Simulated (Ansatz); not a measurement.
Reaction (ligand exchange at the Si–O bond): `[SiH3][SiH2]OBCl` + `BN` → `BN[SiH2][SiH3]` + `OBCl`

Computed with Ansatz on PBE0-D4/def2-TZVP structures; ΔE is electronic, products minus reactants. CCSD(T)/CBS adds triple-zeta CCSD(T) − MP2 to the extrapolated MP2 energy (def2 sets, frozen cores). This one scheme is used for every species. Functionals use def2-TZVPP. B3LYP here is the variant with VWN-RPA as its local correlation; programs differ in this. Each species was taken in one conformer, which may not be the lowest.

```csv
level,ΔE (eV)
B3LYP-D4,0.47
ωB97X-V,0.45
B2PLYP,0.46
B3LYP,0.47
```

(1) What does CCSD(T)/CBS give? (Estimate.)

Largest T1 diagnostic among the species: 0.013.

Answers

(1) Computed: +0.44 eV. The listed levels differ from it by 0.03, 0.01, 0.02, 0.03 eV.

In def2-TZVPP, CCSD(T) changes the Hartree–Fock value by −0.08 eV (the triples alone add −0.01 eV) and MP2 by −0.08 eV.
